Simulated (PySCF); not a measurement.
**Electronic structure of F³⁺ (fluorine, charge +3) at the MN15 level**

Configuration: [He] 2s2 2p2, high-spin 3P determinant. Computed with PySCF 2.14 in Sapporo-DZP-2012 (4s3p1d, 18 functions), with scalar relativity by spin-free X2C-1e.

```
Total energy                                                  : -95.4735 hartree
One-electron energy                                           : -118.1167 hartree
Hartree (Coulomb) energy                                      : 31.1720 hartree
Exchange-correlation energy                                   : -8.5288 hartree
⟨S²⟩                                                          : 2.0002
⟨L²⟩                                                          : 2.003
Sum of ⟨r⟩                                                    : 3.767 bohr
Sum of ⟨r²⟩                                                   : 3.622 bohr²
Traceless quadrupole moment −½Σ⟨3z² − r²⟩ along its main axis : 0.310 e·bohr²
Langevin diamagnetic susceptibility                           : -2.87 ×10⁻⁶ cm³/mol
Time after the integrals                                      : 0.13 s of wall time on 1 thread of Neoverse-V2 (shared host)
```

| shell | electrons | mean orbital energy (eV) | rms radius, mean of both spins (bohr) |
| --- | --- | --- | --- |
| 1s α | 1 | -743.96 | 0.205 |
| 1s β | 1 | -742.06 | 0.205 |
| 2s α | 1 | -96.639 | 0.964 |
| 2s β | 1 | -91.854 | 0.964 |
| 2p α | 2 | -78.829 | 0.916 |
